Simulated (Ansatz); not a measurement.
`C[Si](C)(C)[O][Ge]([CH3])([CH3])[Cl]`, charge 0, multiplicity 1.

Give a relaxed structure at PBE0-D4/def2-TZVP (Ansatz 0.2.0). (Estimate.)

Ansatz gave: 
```xyz
24

C     1.006    2.801   -0.088
Si    0.185    1.240    0.517
C     1.022    0.627    2.073
C    -1.629    1.538    0.851
O     0.376    0.114   -0.674
Ge   -0.370   -1.405   -1.152
C     0.660   -2.095   -2.633
C    -0.605   -2.563    0.385
Cl   -2.358   -0.936   -1.892
H     2.062    2.624   -0.309
H     0.527    3.161   -1.002
H     0.945    3.595    0.661
H     2.078    0.412    1.889
H     0.966    1.375    2.869
H     0.552   -0.287    2.445
H    -1.756    2.308    1.618
H    -2.130    0.633    1.204
H    -2.146    1.869   -0.052
H     0.706   -1.338   -3.416
H     1.673   -2.328   -2.301
H     0.193   -2.996   -3.032
H     0.363   -2.770    0.844
H    -1.067   -3.502    0.079
H    -1.252   -2.077    1.117
```
This is one stationary point; other conformers may exist.
